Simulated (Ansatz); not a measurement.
C2HF5O (`FC(F)OC(F)(F)F`), relaxed with RKS PBE-D4/def2-SVP in Ansatz 0.2.0 from a rough embedded geometry. The force threshold is 0.03 eV/Å; the program also tests the step.

Total charge 0; spin multiplicity 1.

Start:

```xyz
9

F    -0.858    0.388   -1.665
C    -1.060   -0.053   -0.357
F    -2.336    0.284   -0.045
O    -0.199    0.750    0.449
C     1.026    0.096    0.492
F     1.539   -0.008   -0.771
F     1.883    0.830    1.214
F     0.970   -1.126    0.989
H    -0.964   -1.162   -0.307
```

Problem. How much energy does the relaxation release, and in how many steps? (Best estimate.)

Solution. Computed: 6.51 kcal/mol, in 4 steps.

Problem. Which bonds change most? (Best estimate.)

Solution. Computed: F1–C2 from 1.395 to 1.350 Å; C5–F8 from 1.320 to 1.354 Å; C2–O4 from 1.426 to 1.403 Å; O4–C5 from 1.390 to 1.369 Å.

Problem. Give the relaxed structure. (An estimate is asked.)

Solution. Ansatz gave: 
```xyz
9

F    -1.022    0.389   -1.703
C    -1.108   -0.022   -0.421
F    -2.311    0.320    0.061
O    -0.163    0.660    0.360
C     1.075    0.090    0.482
F     1.687   -0.050   -0.710
F     1.806    0.880    1.263
F     1.004   -1.141    1.041
H    -0.968   -1.125   -0.373
```
